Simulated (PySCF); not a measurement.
AlClH₂. Atoms are numbered in the order given.

```xyz
4

Al     0.0000     0.0000     1.0735
H      0.0000    -1.3914     1.7993
H      0.0000     1.3914     1.7993
Cl     0.0000     0.0000    -1.0326
```

The structure is a stationary point at B3LYP-D3(BJ)/def2-TZVP.

Method: PySCF with TDDFT-CAM-B3LYP/def2-TZVPD.

Vertical excitations.  State labels are in the subgroup C2v.

```csv
state,symmetry,energy (eV),λ (nm),f,main pairs
S1,A2,5.55,224,0.000,HOMO→LUMO 97 %
S2,A2,6.89,180,0.000,HOMO−2→LUMO 95 %
S3,A1,7.03,176,0.038,HOMO−1→LUMO 95 %
S4,B1,7.13,174,0.028,HOMO−3→LUMO 97 %
S5,B2,7.35,169,0.034,"HOMO→LUMO+1 70 %, HOMO→LUMO+2 19 %"
S6,B1,8.11,153,0.080,HOMO−1→LUMO+1 81 %
S7,B2,8.18,152,0.068,"HOMO→LUMO+2 68 %, HOMO→LUMO+1 14 %"
S8,B2,8.35,148,0.143,"HOMO→LUMO+3 66 %, HOMO−2→LUMO+1 20 %"
S9,B2,8.63,144,0.003,"HOMO−2→LUMO+1 51 %, HOMO→LUMO+3 21 %, HOMO→LUMO+1 8 %"
S10,A1,8.94,139,0.348,"HOMO−3→LUMO+1 66 %, HOMO−3→LUMO+2 13 %"
T1,A2,5.13,242,0,HOMO→LUMO 90 %
T2,A1,6.38,194,0,HOMO−1→LUMO 95 %
T3,B1,6.53,190,0,HOMO−3→LUMO 91 %
T4,A2,6.66,186,0,HOMO−2→LUMO 88 %
```
Triplets are in the Tamm–Dancoff approximation, which puts them higher than full response would, so one can lie above its singlet here.
